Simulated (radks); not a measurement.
The numbers below are computed, except where a source is named.
Species: S II. Configuration: [Ne] 3s2 3p3. Code: a radial shooting solver on a logarithmic mesh with Libxc functionals. Model: non-relativistic Kohn-Sham, LDA (Slater exchange, Perdew-Wang correlation), spin-polarised, spherical densities, point nucleus; open shells are filled with parallel spins first.

Unscreened Slater integrals over Kohn-Sham orbitals (hartree). They are taken over the spin-up orbitals. Empty in this configuration: 4s.

| integral | value |
|---|---|
| F0(3p,3p) | 0.48313 |
| F2(3p,3p) | 0.24326 |
| F0(3p,3s) | 0.51403 |
| G1(3p,3s) | 0.33942 |
| F0(3p,2p) | 0.66047 |
| F2(3p,2p) | 0.10968 |
| G0(3p,2p) | 0.044277 |
| G2(3p,2p) | 0.043897 |
| F0(3p,2s) | 0.65288 |
| G1(3p,2s) | 0.033899 |
| F0(3p,4s) | 0.24698 |
| G1(3p,4s) | 0.022705 |
| F0(3s,3s) | 0.55164 |
| F0(3s,2p) | 0.73518 |
| G1(3s,2p) | 0.054731 |
| F0(3s,2s) | 0.72852 |
| G0(3s,2s) | 0.043789 |
| F0(3s,4s) | 0.25107 |
| G0(3s,4s) | 0.014697 |
| F0(2p,2p) | 2.0680 |
| F2(2p,2p) | 0.95556 |
| F0(2p,2s) | 1.9524 |
| G1(2p,2s) | 1.1542 |
| F0(2p,4s) | 0.27426 |
| G1(2p,4s) | 0.0073911 |
| F0(2s,2s) | 1.8762 |
| F0(2s,4s) | 0.27331 |
| G0(2s,4s) | 0.0058052 |
| F0(4s,4s) | 0.19521 |

Derived for the open shells (J is the average intra-shell exchange parameter used in DFT+U). 3p: J = F2/5 = 0.04865 hartree.
